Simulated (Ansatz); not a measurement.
CH$_{5}$ClIInSiTe, SMILES `[SiH3][CH](Cl)[In]([TeH])[I]` at its PBE0-D4/def2-TZVP geometry, where that method's forces vanish. The species carries charge 0 and has multiplicity 1. In, Te, I takes the def2 core potential.

```xyz
11

Si    1.6969    0.6241    0.4565
C     0.3236    0.2641   -0.7719
Cl   -0.5329    1.7809   -1.1813
In   -1.1033   -1.2014   -0.0341
Te   -3.6618   -0.6630    0.4995
I    -0.2066   -3.6814    0.3631
H     2.6211    1.6567   -0.0773
H     2.4320   -0.6434    0.7100
H     1.0917    1.1062    1.7246
H     0.7294   -0.1427   -1.7009
H    -3.3902    0.8998    0.0118
```

**Question.** What forces (eV/Å) does r2SCAN-D4/def2-TZVPP give on these atoms in Ansatz? (Best estimate.)

**Answer.** Computed: 
```
Si1  0.027  0.002  0.053
C2   0.203 -0.124  0.006
Cl3 -0.122  0.209 -0.059
In4 -0.037 -0.001  0.010
Te5 -0.071 -0.015  0.024
I6   0.025 -0.077  0.011
H7  -0.019 -0.019  0.011
H8  -0.011  0.026 -0.007
H9   0.013 -0.006 -0.027
H10 -0.020 -0.013 -0.012
H11  0.013  0.020 -0.009
```
